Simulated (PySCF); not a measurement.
# Stationary points of H₂HfO

Method: PBE0/[Hf def2-TZVP with ECP60, O def2-TZVP, H def2-TZVP], scalar-relativistic core potentials, density fitting, no spin–orbit coupling, PySCF.

Relaxations began from a few typed shapes. The search is not exhaustive: other isomers or separated fragments can lie lower, and high-lying points may rest on an excited occupation.

```tsv
spin	group	bonds	angles	imaginary modes (cm⁻¹)	ΔE (kJ/mol)	ΔE with ZPE (kJ/mol)
singlet	Cs	Hf–H 1.863 Å (×2), Hf–O 1.737 Å	H–Hf–H 109.1°, H–Hf–O 104.7° (×2)	none	0.0	0.0
singlet	C2v	Hf–H 1.911 Å (×2), Hf–O 1.743 Å	H–Hf–H 127.7°, H–Hf–O 116.1° (×2)	393i	26.0	–
```

The lowest minimum found is the singlet Cs: Hf–H 1.863 Å (×2), Hf–O 1.737 Å; H–Hf–H 109.1°, H–Hf–O 104.7° (×2).

For the lowest minimum: no spin–orbit coupling is included, which matters more the heavier the element.
